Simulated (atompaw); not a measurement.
**hafnium PAW (atompaw): all-electron and pseudo phase curves**

```json
{
  "Element": "Hf (Z = 72)",
  "Generator": "atompaw 4.2.0.5",
  "Type": "PAW",
  "Functional": "PBE",
  "Relativity": "scalar-relativistic",
  "Frozen core": "[Kr] 4d10 4f14",
  "Valence charge": "12",
  "Reference configuration": "5s2 5p6 5d2 6s1.75 6p0.25",
  "Partial waves": "5s (bound); 6s (bound); 5p (bound); 6p (bound); 5d (bound); 5d channel at 1.25 Ry",
  "Local potential": "bessel scheme, radius 2.00 bohr",
  "Core correction": "smooth core density matched at 2.15 bohr",
  "Augmentation charge": "sinc compensation charge, radius 2.30 bohr; PAW radius 2.45 bohr; waves and projectors: bloechl"
}
```

The phase is arctan(r·u′/u) with u = r·R(r), unwrapped; energies in Ry, scanned from -7 to 5 Ry. A pole is an energy at which the radial function vanishes at the test radius. The pseudo phase is shifted by a multiple of π to meet the all-electron one at the reference energy, and phase errors are pseudo minus all-electron; the curves can meet again beyond the range given. Levels narrower than the energy grid can be missing from the lists of poles.

| channel | radius (bohr) | reference energy (Ry) | poles, all-electron | poles, pseudo | unbroken range about the reference energy with phases within 0.05 rad | phase error 1 Ry above the reference energy (rad) |
| --- | --- | --- | --- | --- | --- | --- |
| s | 2.46 | -0.39 | -4.88, 3.50 | -4.88, 3.37 | the whole range | -0.003 |
| p | 2.46 | -0.12 | -2.42 | -2.42 | the whole range | -0.000 |
| d | 2.46 | -0.22 | 0.84 | 0.84 | the whole range | +0.000 |

Phases in the s channel:

```tsv
E (Ry)	all-electron	pseudo
-7.00	1.394	1.394
-6.52	1.383	1.383
-6.04	1.367	1.367
-5.56	1.335	1.335
-5.08	0.986	0.985
-4.60	-1.717	-1.717
-4.12	-1.766	-1.766
-3.64	-1.794	-1.794
-3.16	-1.822	-1.822
-2.68	-1.854	-1.855
-2.20	-1.897	-1.898
-1.72	-1.959	-1.960
-1.24	-2.058	-2.058
-0.76	-2.239	-2.239
-0.28	-2.640	-2.640
0.20	-3.440	-3.442
0.68	-4.083	-4.086
1.16	-4.366	-4.369
1.64	-4.505	-4.509
2.12	-4.587	-4.592
2.60	-4.642	-4.648
3.08	-4.683	-4.690
3.56	-4.717	-4.726
4.04	-4.746	-4.758
4.52	-4.773	-4.790
5.00	-4.800	-4.825
```
